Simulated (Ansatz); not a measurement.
Compare A (`F[Si@H]1C[C@@H]1Cl`) with its isomer B (`C=C(F)[SiH2]Cl`).

Calculated with Ansatz (gas phase, PBE0-D4/def2-TZVP geometries, no zero-point term in ΔE). CBS: MP2 limit from def2 TZ/QZ plus the TZ coupled-cluster correction, frozen cores. Functionals use def2-TZVPP. B3LYP here is the variant with VWN-RPA as its local correlation; programs differ in this. One conformer a species, not always the lowest.

Q: Which isomer does CCSD(T)/CBS put lower? Give the gap. (Best estimate.)

A: Ansatz gave: A, by 1.0 kcal/mol.

Q: Give E(B) − E(A) in kcal/mol with B2PLYP, B3LYP-D4, CCSD/def2-TZVPP, PBE-D4, HF/def2-TZVPP, B3LYP, MP2/def2-TZVPP. (Best estimate.)

A: Computed: B2PLYP -0.7, B3LYP-D4 -2.3, CCSD/def2-TZVPP -0.1, PBE-D4 0.9, HF/def2-TZVPP -6.6, B3LYP -2.5, MP2/def2-TZVPP 3.6. The order is the other way round with B2PLYP, B3LYP-D4, HF/def2-TZVPP, B3LYP.

Largest T1 diagnostic: 0.012.

In def2-TZVPP, CCSD(T) changes the Hartree–Fock value by +6.7 kcal/mol (the triples alone add +0.1 kcal/mol) and MP2 by +10.3 kcal/mol. From PBE to PBE0 (25 % exact exchange), in def2-TZVPP and without D4, E(B) − E(A) moves by +1.1 kcal/mol.
